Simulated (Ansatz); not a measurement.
```xyz
6

O     0.137    1.240    0.884
Zr   -0.030   -0.278   -0.197
I    -1.071    0.449   -2.580
I     2.410   -1.376   -0.558
I    -1.665   -2.050    1.017
H     0.218    2.015    1.435
```

Total charge 0; spin multiplicity 1. Zr, I: def2 effective core potential.

Question: List the PBE/def2-TZVPP orbital energies in eV (Ansatz). (An estimate is asked.)

Answer: Ansatz gave: Occupied: -511.41, -179.88, -179.88, -179.87, -127.13, -127.13, -127.13, -127.08, -127.08, -127.08, -127.06, -127.06, -127.06, -55.90, -49.27, -49.27, -49.26, -49.24, -49.24, -49.24, -49.23, -49.23, -49.22, -49.18, -49.18, -49.18, -49.18, -49.18, -49.18, -33.84, -33.37, -33.37, -24.99, -17.33, -17.19, -17.19, -13.41, -9.30, -9.30, -8.31, -7.79, -7.79, -7.32, -7.32, -7.15, -6.75, -6.75, -6.57. Lowest empty: -3.14, -3.14, -2.23, -2.18, -2.18, -1.01, -0.09, 0.38.
